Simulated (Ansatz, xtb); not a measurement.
Two isomers of CH4BrFSi

Structure I: `C[Si@H](F)Br`, a singlet. Structure II: `F[SiH2]CBr`, a singlet. Both are isolated molecules in the gas phase, relaxed with B3LYP-D3(BJ)/def2-SVP, each in the lowest conformer that the search found.

Quicker runs give these differences E(II) − E(I): GFN2-xTB +30.0 kcal/mol; HF/STO-3G +38.5 kcal/mol (at GFN2-xTB geometries); r2SCAN-D4/def2-SVP +41.4 kcal/mol (at GFN2-xTB geometries).

Q: Estimate E(II) − E(I) at the level CCSD(T)/def2-SVP + ΔMP2/def2-TZVPP.

A: Calculated at CCSD(T)/def2-SVP + ΔMP2/def2-TZVPP: E(II) − E(I) = +39.0 kcal/mol, so structure I lies lower.

How the difference moves with the method:

| level | geometry | E(II) − E(I) (kcal/mol) | departure from the last row (kcal/mol) | job, with rough time for the two |
| --- | --- | --- | --- | --- |
| GFN2-xTB | GFN2-xTB | +30.0 | −9.0 | optimisation, 0.3 s |
| HF/STO-3G | GFN2-xTB | +38.5 | −0.5 | single point, 1.7 s |
| r2SCAN-D4/def2-SVP | GFN2-xTB | +41.4 | +2.4 | single point, 9.9 s |
| B3LYP-D3(BJ)/def2-SVP | B3LYP-D3(BJ)/def2-SVP | +38.9 | −0.1 | optimisation, 93 s |
| HF/def2-SVP | B3LYP-D3(BJ)/def2-SVP | +41.1 | +2.1 | part of the CCSD(T) run |
| MP2/def2-SVP | B3LYP-D3(BJ)/def2-SVP | +41.3 | +2.3 | part of the CCSD(T) run |
| CCSD(T)/def2-SVP | B3LYP-D3(BJ)/def2-SVP | +39.6 | +0.6 | single point |
| CCSD(T)/def2-SVP + ΔMP2/def2-TZVPP | B3LYP-D3(BJ)/def2-SVP | +39.0 |  | single point, 81 s |

As drawn, II has 1 C–Br, 1 Si–H in place of 1 Br–Si, 1 C–H.

The levels shown agree on the order. The largest departure from CCSD(T)/def2-SVP + ΔMP2/def2-TZVPP is that of GFN2-xTB, 9.0 kcal/mol. The last row adds to CCSD(T) the change of the MP2 difference between the two basis sets, here −0.6 kcal/mol.

With harmonic frequencies from B3LYP-D3(BJ)/def2-SVP (ideal gas, rigid rotor, one conformer each, 298.15 K, 1 atm): the zero-point term adds −1.1 kcal/mol; ΔH is +37.7 and ΔG +37.8 kcal/mol.

The correlated steps freeze 16 core orbitals; the filled d shell of Br is correlated, in a basis made for valence electrons. Mirror images aren't counted in ΔG. Codes used: Ansatz 0.2.0, xtb 6.7.1; the last row on 1 thread of Intel(R) Xeon(R) Processor @ 2.50GHz (Skylake/Cascade Lake) on a shared host.
